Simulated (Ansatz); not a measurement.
## Ansatz (development build ahead of 0.2.0) run

```yaml
crystal:
  periodic: [false, false, false]
  atoms:
    - { symbol: H, position_ang: [0.0, 0.0, -0.35] }
    - { symbol: H, position_ang: [0.0, 0.0, 0.35] }
basis:
  gaussian: { orbitals: cc-pVDZ }
hamiltonian:
  xc: hf
```

The input is written out in the form of the current development build from the run's settings.

Results

```
Converged                       : yes
Total energy                    : -1.12693 hartree
Spin squared of the determinant : 0.000
```
